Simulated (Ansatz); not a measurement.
Mulliken charges of CH3NO4Zr (`O=C=[N][Zr]([OH])([OH])[OH]`) from r2SCAN/def2-TZVPP in Ansatz (PBE0-D4/def2-TZVP geometry).

| atom | x (Å) | y (Å) | z (Å) | charge (e) |
| --- | --- | --- | --- | --- |
| O1 | 2.342 | -2.621 | 1.810 | -0.261 |
| C2 | 1.649 | -1.847 | 1.276 | 0.241 |
| N3 | 0.937 | -1.053 | 0.728 | -0.507 |
| Zr4 | -0.284 | 0.318 | -0.219 | 1.569 |
| O5 | -1.482 | -0.625 | -1.380 | -0.543 |
| O6 | -1.272 | 1.283 | 1.109 | -0.543 |
| O7 | 0.811 | 1.519 | -1.233 | -0.543 |
| H8 | -2.237 | -0.974 | -1.843 | 0.196 |
| H9 | -1.678 | 1.945 | 1.660 | 0.196 |
| H10 | 1.215 | 2.056 | -1.907 | 0.196 |

By hand: the dipole of these point charges (1 e Å = 4.8032 D).

Σ q r = (-0.609, 0.683, -0.471) e Å, of length 1.029 e Å = 4.94 D.

How does the dipole of the full density compare? (Best estimate.)

Ansatz gave: (-0.574, 0.643, -0.444) e Å, 4.66 D; the point charges give 1.06 times that, at 0° from its direction.

Point charges leave out the atoms' own dipoles, such as those of lone pairs, and Mulliken's split depends on the basis, so the close match here is no proof of good charges.
